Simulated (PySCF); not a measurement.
## Indirect couplings

Geometry (Å), atoms numbered from 1 in this order:
```xyz
12

Ga   -0.297   -1.595   -0.858
F    -0.581   -3.118   -1.675
N     1.396   -1.040   -0.497
Ga    1.727    0.530    0.359
F     3.371    1.043    0.673
N     0.309    1.545    0.876
Ga   -1.401    1.044    0.515
F    -2.747    2.057    0.992
N    -1.683   -0.532   -0.349
H     2.179   -1.621   -0.782
H     0.476    2.426    1.350
H    -2.633   -0.822   -0.554
```

Method: PBE/pcJ-1 (pcSseg-1 on Ga) (spin–dipole term only in couplings to heteroatoms)//PBE0-D3(BJ)/def2-SVP, PySCF 2.14; isolated molecule, single conformer, non-relativistic. Couplings are averaged over pairs made equivalent by symmetry, fast rotation or ring inversion, so a value needn't be that of the named pair in this geometry, while other rotamers aren't included; one pair stands for each set, and the list holds those of at least 0.8 Hz over up to four bonds, among pairs with at least one F or H atom (others weren't computed).

Isotopes: ¹⁵N, ¹H, ¹⁹F.

```json
{"pair": "N3, H10", "bonds": "1", "J (Hz)": "-75.0"}
{"pair": "F2, N3", "bonds": "2", "J (Hz)": "?"}
{"pair": "F2, H10", "bonds": "3", "J (Hz)": "-5.6"}
{"pair": "N3, H11", "bonds": "3", "J (Hz)": "?"}
{"pair": "F2, F5", "bonds": "4", "J (Hz)": "8.3"}
{"pair": "H10, H11", "bonds": "4", "J (Hz)": "0.8"}
```

Estimate the withheld couplings, with signs.

Answers


- ²J(F2,N3) = 11.6 Hz
- ³J(N3,H11) = -3.3 Hz

Relativistic effects of the heavier atoms present are left out.
